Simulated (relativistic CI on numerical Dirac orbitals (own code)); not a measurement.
# Ru7+ (4d) in a crystal field

Calculated by Dirac-Coulomb-Breit CI, orbitals from a KLI potential per configuration, model QED (radiative potential, 1s self-energy scaled to tabulated hydrogen-like ionisation energies), one configuration in a parametric crystal field, unscaled Slater integrals (own radial code).

Field parameters in Wybourne normalisation: D3d B²₀ = −7Dσ, B⁴₀ = −14Dq − 21Dτ, B⁴₃ = −14√(10/7) Dq. The field is a parameter set, without covalency.

S is read from ⟨S²⟩ = S(S + 1).

Levels (cm⁻¹, degeneracy): 0 (2), 1159 (2), 3815 (2), 37958 (2), 38096 (2).

(1) Which field gives this pattern?
A. D3d, 10Dq = 36000, Dσ = 110, Dτ = 30 cm⁻¹
B. D3d, 10Dq = 36000, Dσ = 550, Dτ = 30 cm⁻¹
C. D3d, 10Dq = 36000, Dσ = -1200, Dτ = 30 cm⁻¹
D. D3d, 10Dq = 36000, Dσ = -760, Dτ = 30 cm⁻¹

Answers

(1) D. D3d, 10Dq = 36000, Dσ = -760, Dτ = 30 cm⁻¹, ground level with S = 0.50.
